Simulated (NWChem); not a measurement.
System: C3H4OS; SMILES S1C=COC1

The following NWChem deck was run.

```
start job
memory heap 200 mb stack 900 mb global 1100 mb
geometry units angstroms noautosym nocenter noautoz
  C     -0.812132    -1.168535     0.022441
  C     -1.256978     0.086606     0.097799
  S      0.064166     1.268852    -0.088413
  C      1.245108    -0.152349     0.123424
  O      0.536187    -1.356026    -0.162645
  H     -1.385444    -2.086362     0.046208
  H     -2.284305     0.405132     0.199654
  H      1.605100    -0.179470     1.159956
  H      2.083160    -0.064989    -0.569549
end
basis spherical
  C library 6-31g*
  S library 6-31g*
  O library 6-31g*
  H library 6-31g*
end
dft
  xc b3lyp
  iterations 150
end
property
  response 1 0.0773
end
task dft property
```

Structure relaxed at the B3LYP/6-31G* (spherical d) level. B3LYP is NWChem's, with the RPA form of VWN correlation.

Field at 589 nm.

Question: Predict the main results of this run. (B3LYP/6-31G* (spherical d).) Quantities: isotropic polarisability (bohr³); anisotropy (bohr³).

Answer: 
```
Quantity                          Result
--------------------------------  ------
isotropic polarisability (bohr³)    46.9
anisotropy (bohr³)                  27.7
```
